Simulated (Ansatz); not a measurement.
**Telling isomers of C2HGeO− apart by their spectra**

These gas-phase data were calculated for one isomer of C2HGeO− at PBE0-D3(BJ)/def2-SVPD (harmonic, unscaled wavenumbers; equilibrium rotational constants with average atomic masses):

- rotational constants: 72.91, 1.77, 1.728 GHz
- all wavenumbers above 1500 cm⁻¹: 2772, 1666

Candidates:

(1) `O=C[C]#[Ge-]`, a singlet
(2) `O=C=[C]=[GeH-]`, a singlet

Task: Which structure fits?

Result: Candidate (1). No mode falls between 1900 and 2250 cm⁻¹, where the Ge–H stretch of (2) would stand.

The same quantities for all candidates:

```tsv
	rotational constants (GHz)	wavenumbers above 1500 cm⁻¹	E above the lowest, PBE0-D3(BJ)/def2-SVPD (kcal/mol)
(1)	72.91, 1.77, 1.728	2772, 1666	6.4
(2)	121.1, 1.694, 1.671	2173, 1715	0.0
```

Harmonic stretches to hydrogen usually lie a few per cent above observed fundamentals. Each candidate is one conformer. Programs: Ansatz 0.2.0.
